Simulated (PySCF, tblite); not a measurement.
Isomers of C5H6FNSi, one GFN2-xTB conformer each. Single-point energies are computed at PBE0/pcSseg-1 (PySCF, gas phase, no added dispersion term), electronic only.

Task: Rank them by PBE0/pcSseg-1 energy, lowest first (kJ/mol).
A. `[CH:1]#[C:2][Si@:3]([NH2:4])([F:5])[C:6]#[C:7][CH3:8]` with C2–Si3–N4–H -157° and 59°
B. `[N:1]#[C:2][C:3](/[CH:4]=[CH:5]\[F:6])=[CH:7]/[SiH3:8]` with C2–C3–C4–C5 -3°
C. `[CH:1]#[C:2][Si@H:3]1[C@H:4]([F:5])[C@@H:6]1[N:7]=[CH2:8]` with C4–C6–N7–C8 -36°

Result: A (0.0), B (175.6), C (386.6).

As drawn, the lowest has an N–H bond and an Si–F bond, which the highest lacks; the highest has a three-membered ring and a C=N bond, which the lowest lacks. GFN2-xTB itself gives, in the same order: 0.0, 79.3, 271.0. Both levels put the same isomer lowest; measured from each level's own lowest isomer, the values differ by up to 115.6 kJ/mol (C#C[Si@H]1[C@H](F)[C@@H]1N=C: 271.0 against 386.6).

Task: Which frontier levels, dipoles and rotational constants go with these structures?

Result: 
```json
{"SMILES": "C#C[Si@](N)(F)C#CC", "HOMO (eV, PBE0/pcSseg-1)": "-7.54", "LUMO (eV)": "-0.56", "dipole (D)": "3.28", "A, B, C (MHz)": "2260, 975.5, 823.9"}
{"SMILES": "N#CC(/C=C\\F)=C/[SiH3]", "HOMO (eV, PBE0/pcSseg-1)": "-7.48", "LUMO (eV)": "-2.29", "dipole (D)": "4.83", "A, B, C (MHz)": "2924, 985.2, 743.4"}
{"SMILES": "C#C[Si@H]1[C@H](F)[C@@H]1N=C", "HOMO (eV, PBE0/pcSseg-1)": "-6.43", "LUMO (eV)": "-1.15", "dipole (D)": "2.26", "A, B, C (MHz)": "3498, 1031, 903.5"}
```

Task: What happens when harmonic zero-point energies from GFN2-xTB frequencies are added?

Result: 
```csv
SMILES,ZPE (kJ/mol),electronic (kJ/mol),with ZPE (kJ/mol)
C#C[Si@](N)(F)C#CC,245.3,0.0,0.0
N#CC(/C=C\F)=C/[SiH3],232.2,175.6,162.5
C#C[Si@H]1[C@H](F)[C@@H]1N=C,240.3,386.6,381.6
```

The zero-point energies span 13.1 kJ/mol. The order is unchanged.
